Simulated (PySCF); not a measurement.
F4Zr, SMILES [F][Zr-]([F])([F])[F] (connectivity only; charge and spin as stated), charge -1, multiplicity 2.

The structure is a stationary point at B3LYP-D3(BJ)/def2-SVPD. The multiplicity is an assumed one; other spin states were not compared. The def2 effective core potentials stand for the cores of Zr; spin–orbit coupling is left out.

Level of theory: B3LYP-D3(BJ)/def2-SVPD in PySCF.

Frequencies are harmonic and unscaled.

Modes within 1.5 cm⁻¹ of each other (mostly degenerate sets) share a row, with their intensities summed.

Computed normal modes with their intensities:
```tsv
mode	ν (cm⁻¹)	IR (km/mol)	moving atoms (share of kinetic energy)
1	107	0.1	F 63 %, Zr 37 %
2	113	0.0	F 100 %
3–4	153	35.0	F 83 %, Zr 17 %
5	197	0.0	F 100 %
6	523	36.8	F 91 %, Zr 9 %
7	546	0.0	F 100 %
8–9	560	481.7	F 72 %, Zr 28 %
```
